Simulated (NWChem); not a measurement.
System: HSeBr; SMILES [SeH]Br

```xyz
3

Se     0.0312    -1.1549     0.0000
H     -1.4350    -1.2786     0.0000
Br     0.0107     1.1584     0.0000
```
Atoms are numbered in this order, from 1.

Computed with NWChem. Structure relaxed at the PBE0-D3(BJ)/def2-TZVP level.

Question: What does the run give for KT2/def2-SVP? Quantities: highest occupied level (eV); orbital gap (eV); dipole (D).

Answer: 
```yaml
highest occupied level (eV): -5.63
orbital gap (eV): 2.27
dipole (D): 1.18
```
